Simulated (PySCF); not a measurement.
# Ba(33+) (barium, charge +33) across methods

[Ar] 3d5, high-spin 6S determinant. All numbers are calculated (PySCF 2.14, no relativity, point nucleus, in an even-tempered Gaussian basis (17 s from 5 bohr⁻², ratio 2.5; 11 p from 6.5 bohr⁻², ratio 2.5; 8 d from 6.5 bohr⁻², ratio 2.5; 4 f from 26 bohr⁻², ratio 2.7; 3 g from 39 bohr⁻², ratio 2.7)).

| method | E (hartree) | mean ε 3p α (eV) | mean ε 3p β (eV) | mean ε 3d α (eV) | Σ⟨r²⟩ (bohr²) | ⟨S²⟩ |
| --- | --- | --- | --- | --- | --- | --- |
| r2SCAN | -7147.32 | -2330.7 | -2305.8 | -2120.5 | 1.175 | 8.750 |
| TPSSh | -7147.18 | -2330.0 | -2307.2 | -2120.9 | 1.176 | 8.750 |
| UHF | -7146.31954 | -2386.6 | -2340.9 | -2166.8 | 1.175 | 8.750 |
| PBE0 | -7146.86 | -2338.3 | -2312.6 | -2128.9 | 1.175 | 8.750 |
| LDA | -7140.71 | -2320.4 | -2301.4 | -2115.3 | 1.176 | 8.750 |
| PBE | -7146.65 | -2321.6 | -2302.3 | -2115.7 | 1.176 | 8.750 |

(1) Estimate the same row for BP86.

A non-relativistic calculation at this Z misses sizeable relativistic shifts. Spin-orbit coupling, which splits the p, d and f shells strongly at this Z, is absent. Spin-orbit coupling is strong in this species (close to jj coupling), so the high-spin LS determinant is a model state, not a physical level.

## Answers

(1) E (hartree) = -7147.76; mean ε 3p α (eV) = -2321.9; mean ε 3p β (eV) = -2303.0; mean ε 3d α (eV) = -2115.8; Σ⟨r²⟩ (bohr²) = 1.175; ⟨S²⟩ = 8.750.
